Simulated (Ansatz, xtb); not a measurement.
Relaxing a trial structure of Cl2H2Se2Ti

The starting geometry of this gas-phase singlet is a given trial structure shaken by 0.3 Å.

```yaml
atoms:
  - { symbol: Cl, position_ang: [-0.7446, -2.9516, 0.0458] }
  - { symbol: Cl, position_ang: [1.8248, -1.4230, 1.6770] }
  - { symbol: Se, position_ang: [-1.5832, 0.8094, 1.6221] }
  - { symbol: Se, position_ang: [1.2346, 0.4381, -1.5541] }
  - { symbol: Ti, position_ang: [0.5227, -0.9981, -0.1730] }
  - { symbol: H, position_ang: [-1.3812, 1.1732, 0.0149] }
  - { symbol: H, position_ang: [0.7227, 1.7608, -1.2411] }
```

Guess where an optimisation with r2SCAN-D4/def2-SVP ends from this start.

It ends as a structure given below by its coordinates. Distances that change by over a tenth: Se3–Ti5 (3.31 → 2.40 Å), Se3–H6 (1.66 → 1.48 Å), Se4–Ti5 (2.12 → 2.40 Å).

The energy falls by 3.95 eV over 12 steps:

| step | E − E(last) (eV) |
| --- | --- |
| 1 | 3.952 |
| 2 | 1.876 |
| 3 | 0.741 |
| 5 | 0.149 |
| 6 | 0.096 |
| 7 | 0.063 |
| 8 | 0.032 |
| 10 | 0.004 |
| 11 | 0.000 |
| 12 | 0.000 |

Final geometry (Å):

| atom | x (Å) | y (Å) | z (Å) |
| --- | --- | --- | --- |
| Cl | -0.7558 | -2.5762 | -0.3835 |
| Cl | 1.9126 | -1.0533 | 1.6610 |
| Se | -1.2031 | 0.7468 | 1.4126 |
| Se | 0.9709 | 0.2660 | -1.7799 |
| Ti | 0.2665 | -0.7730 | 0.2697 |
| H | -2.0461 | 0.7816 | 0.2006 |
| H | 1.4509 | 1.4167 | -0.9888 |

From the same start GFN2-xTB reaches the same bonding as this run.

From so rough a start the end depends on the optimiser's path, so another program may land elsewhere. No frequencies were run, so the end isn't proven a minimum. Run with Ansatz 0.2.0, 2.3 min on 2 threads of Intel(R) Xeon(R) Processor @ 2.50GHz (Skylake/Cascade Lake) (shared host).
